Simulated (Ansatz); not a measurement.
C2H8Si2, SMILES `[SiH3]/C=C/[SiH3]` (charge 0, multiplicity 1).

Computed with LDA/cc-pVTZ // B3LYP-D3(BJ)/def2-TZVP (Ansatz, an electronic-structure program).

Ansatz 0.2 input:
```yaml
crystal:
  periodic: [false, false, false]
  atoms:
    - { symbol: Si, position_ang: [-2.297964, 0.138684, -0.196678] }
    - { symbol: C, position_ang: [-0.541437, -0.170545, 0.354661] }
    - { symbol: C, position_ang: [0.5414, 0.168597, -0.355634] }
    - { symbol: Si, position_ang: [2.297959, -0.138857, 0.196591] }
    - { symbol: H, position_ang: [-3.001047, 1.012767, 0.774505] }
    - { symbol: H, position_ang: [-2.279844, 0.790944, -1.527042] }
    - { symbol: H, position_ang: [-3.048561, -1.138455, -0.279969] }
    - { symbol: H, position_ang: [-0.393108, -0.657286, 1.318679] }
    - { symbol: H, position_ang: [0.393116, 0.657654, -1.318487] }
    - { symbol: H, position_ang: [2.279391, -0.817088, 1.513898] }
    - { symbol: H, position_ang: [3.011085, -0.988115, -0.789127] }
    - { symbol: H, position_ang: [3.039008, 1.141702, 0.308604] }
basis:
  gaussian: { orbitals: cc-pVTZ }
hamiltonian:
  xc: lda
```

Output:

```
Functional definition: SPW92
1358 factors; their error is unknown
mean field evaluation 1: about -17865.7081 eV, gradient 6.1e1 eV
mean field evaluation 2: about -17842.2119 eV, gradient 1.1e2 eV
mean field evaluation 4: about -17875.2398 eV, gradient 4.1e0 eV
mean field evaluation 8: about -17875.3004 eV, gradient 3.2e-2 eV
mean field evaluation 16: about -17875.2479 eV, gradient 1.1e-4 eV
mean field -17875.24794786 eV, -656.9032458055 hartree, gradient 1.2e-5 eV, S^2 0.000000; 0 other end points of the search recorded, 0 dependent functions left out
reference -17875.24799352 eV, -656.9032474837 hartree; 24, 24 occupied and 216, 216 virtual orbitals, 1358 factors
Total energy: -17875.24799352 eV, -656.9032474837 hartree
```
